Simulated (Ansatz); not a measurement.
Two members of one family (BP nanocrystals, H-capped) that differ in charge, which shifts all levels, computed with Ansatz in the gas phase. The two geometries come from different levels. Levels of anions in sets without diffuse functions are rough. The structures are stationary points that may keep the symmetry of their start.

First: B4P4H16, cut from zinc blende, disc (singlet, charge 0, r2SCAN-D4/def2-SVP geometry).

```
atom    x (Å)    y (Å)    z (Å)
  B1  -1.3115  -1.3908   1.1320
  B2   0.8998  -0.3929  -1.9932
  B3   1.7967   0.1036   1.3045
  B4  -1.3838   1.6808  -0.4432
  P5   0.3973  -1.0556   2.0011
  P6   2.2125  -0.2391  -0.5653
  P7  -2.2128   0.2373   0.5644
  P8  -0.3978   1.0573  -2.0000
  H9  -2.0339  -1.9843   1.9112
 H10  -1.0698  -2.0259   0.1230
 H11   1.4851  -0.3965  -3.0607
 H12   0.2763  -1.4164  -1.7851
 H13   2.8052  -0.0648   1.9641
 H14   1.3684   1.2406   1.3630
 H15  -0.5729   2.2013   0.2985
 H16  -2.2553   2.4453  -0.8150
 H17   0.9262  -2.3424   2.2776
 H18   0.1860  -0.6151   3.3329
 H19   3.0149  -1.4045  -0.6786
 H20   3.1886   0.7320  -0.9067
 H21  -3.3864  -0.2055  -0.0987
 H22  -2.8188   0.8700   1.6801
 H23  -1.2974   0.7396  -3.0489
 H24   0.1834   2.2261  -2.5569
```

| level | HOMO (eV) | LUMO (eV) | gap (eV) |
| --- | --- | --- | --- |
| PBE-D4/def2-SVP | -6.63 | -0.59 | 6.04 |
| PBE0-D4/def2-SVP | -7.84 | 0.26 | 8.10 |

Second: B6P5H18⁻, cut from wurtzite (singlet, charge -1, PBE-D4/def2-SVP geometry).

```xyz
29

B    -1.357   -0.716   -1.882
P    -0.832    1.071   -1.258
P    -2.009   -0.354    1.342
B    -1.307    1.339    0.661
B     1.057    1.499   -1.593
P     0.333    1.795    1.622
P    -0.302   -1.942   -0.759
B    -1.025   -2.013    1.083
B     1.635   -1.665   -0.903
P     2.042    0.208   -0.477
B     1.928    0.696    1.438
H    -2.565   -0.893   -1.695
H    -1.017   -0.814   -3.059
H    -1.641    2.042   -1.933
H    -3.332   -0.441    0.809
H    -2.354   -0.167    2.723
H    -2.138    2.223    0.831
H     1.279    1.292   -2.783
H     1.301    2.654   -1.232
H     0.591    3.157    1.278
H    -0.004    1.991    3.005
H    -0.545   -3.253   -1.280
H    -1.830   -2.932    1.225
H    -0.126   -2.017    1.919
H     1.931   -1.832   -2.089
H     2.228   -2.413   -0.128
H     3.424    0.387   -0.802
H     1.753   -0.290    2.145
H     2.882    1.388    1.792
```

Task: Estimate how these quantities change from the first to the second (second minus first).

Result: 
```tsv
level	Δ HOMO (eV)	Δ LUMO (eV)	Δ gap (eV)
PBE-D4/def2-SVP	4.30	2.88	-1.42
PBE0-D4/def2-SVP	4.36	2.79	-1.56
```
